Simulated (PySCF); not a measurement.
**Rhodium: a sound run and one with changed settings**

Sound run: Rh [Kr] 4d8 5s1, Rh⁺ [Kr] 4d8. Computed with PySCF 2.14 in x2c-TZVPall, with scalar relativity by spin-free X2C-1e. In the sound run the correlated levels freeze [Kr]. The sound run starts from symmetry-adapted Hartree-Fock orbitals and uses a fine grid where one is needed.

Changed run: the non-relativistic Hamiltonian (point nucleus). This setting is unsound on purpose.

| species | method | sound run (hartree) | changed run (hartree) | converged |
| --- | --- | --- | --- | --- |
| Rh | UHF | -4781.18732 | -4623.27663 | yes |
| Rh | BP86 | -4784.18386 | -4626.49096 | yes |
| Rh | LDA | -4778.41019 | -4620.92962 | yes |
| Rh | MP2 | -4781.37658 | -4623.45981 | yes |
| Rh⁺ | UHF | -4780.95532 | -4623.06477 | yes |
| Rh⁺ | BP86 | -4783.89007 | -4626.22276 | yes |
| Rh⁺ | LDA | -4778.11178 | -4620.65698 | yes |
| Rh⁺ | MP2 | -4781.12044 | -4623.22728 | yes |

Ionisation energy of Rh:

```json
{"method": "UHF", "sound run (eV)": "6.313", "changed run (eV)": "5.765"}
{"method": "BP86", "sound run (eV)": "7.994", "changed run (eV)": "7.298"}
{"method": "LDA", "sound run (eV)": "8.120", "changed run (eV)": "7.419"}
{"method": "MP2", "sound run (eV)": "6.970", "changed run (eV)": "6.327"}
{"method": "SCS-MP2", "sound run (eV)": "6.808", "changed run (eV)": "6.184"}
```

Most of the change in total energy is the relativistic energy itself. On top of that the contraction fixes the core shape for the Hamiltonian it was made with, so the changed run is not a good calculation with the other Hamiltonian either.

For comparison, NIST gives 7.459 eV between the lowest levels.
